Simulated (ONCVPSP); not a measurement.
# Pseudopotential generation for Tl (Z = 81): ONCV, LDA (Perdew-Wang 92), scalar-relativistic.

thallium (Tl), optimised norm-conserving Vanderbilt (ONCV), made with ONCVPSP 4.0.1 (LDA (Perdew-Wang 92), scalar-relativistic). Core [Xe], reference 4f14 5d10 6s2 (charge +1). Waves: 6s: rc 2.15 bohr, ncon 4, nbas 7, qcut 2.6 1/bohr, 2 projectors, debl 3.7 Ha; p scattering state at 0.43 Ha: rc 1.85 bohr, ncon 5, nbas 8, qcut 3.6 1/bohr, 2 projectors, debl 1.6 Ha; 5d: rc 1.55 bohr, ncon 4, nbas 9, qcut 8.3 1/bohr, 3 projectors, debl 2.1 Ha; 4f: rc 0.85 bohr, ncon 4, nbas 9, qcut 22.3 1/bohr, 2 projectors, debl 3.7 Ha. Local part: polynomial inside 0.80 bohr (lpopt 5, dvloc0 3 Ha). Core correction: none.

In the p channel the program set the typed energies aside and used 0.050, 1.650 Ha. In the f channel the program set the typed energies aside and used -4.475, 0.250 Ha.

Poles of the logarithmic derivatives, all-electron (AE) and pseudo (PS). s: poles at 1.1 (AE) and 1.0, 1.5 (PS) Ha. p: poles at -2.9, 4.2 (AE) and -2.6, 4.3 (PS) Ha. d: poles at 0.6 (AE) and 0.6 (PS) Ha. f: poles at -3.5 (AE) and -3.5 (PS) Ha. Test radii: s 2.19, p 1.88, d 1.57, f 0.87 bohr.

- Cutoffs needed: 206 Ha and 223 Ha (the cutoffs (Ha) at which the residual kinetic energy of the hardest occupied pseudo-wave falls to 1 and 0.1 mHa per electron)
- Ghost test: ghosts flagged at negative energy: s at -433.4 eV, p at -1589.9 eV, p at -75.7 eV; GHOST(+) flagged for s at 39.5 eV, p at 261.5 eV; a true bound ghost makes a file unfit for plane-wave use
- Largest excitation error: -1064 meV (all-electron minus pseudo) for 4f13 5d10 6s2 6p1, out of 4 test configurations
